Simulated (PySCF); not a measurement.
AsN at PBE0

Level: PBE0. PySCF, no relativity, basis sets As 6-31G(d,p), N 6-31G(d,p).

```
state                                           : ⁵Σ⁺ (quintet), unpaired electrons π ↑↑↑↑, a second solution, started from another occupation
bond length                                     : 2.050 Å
harmonic wavenumber                             : 539 cm⁻¹
force constant                                  : 2.02 mdyn/Å
rotational constant Be                          : 0.3399 cm⁻¹
anharmonicity ωexe                              : 2.76 cm⁻¹
vibration–rotation constant αe                  : 0.00247 cm⁻¹
energy of the minimum from ground-state As + N  : -0.89 eV
bond order (Mayer)                              : 0.92
dipole moment (positive dipole means As(−)N(+)) : -1.21 D
```

Spin–orbit coupling is left out.
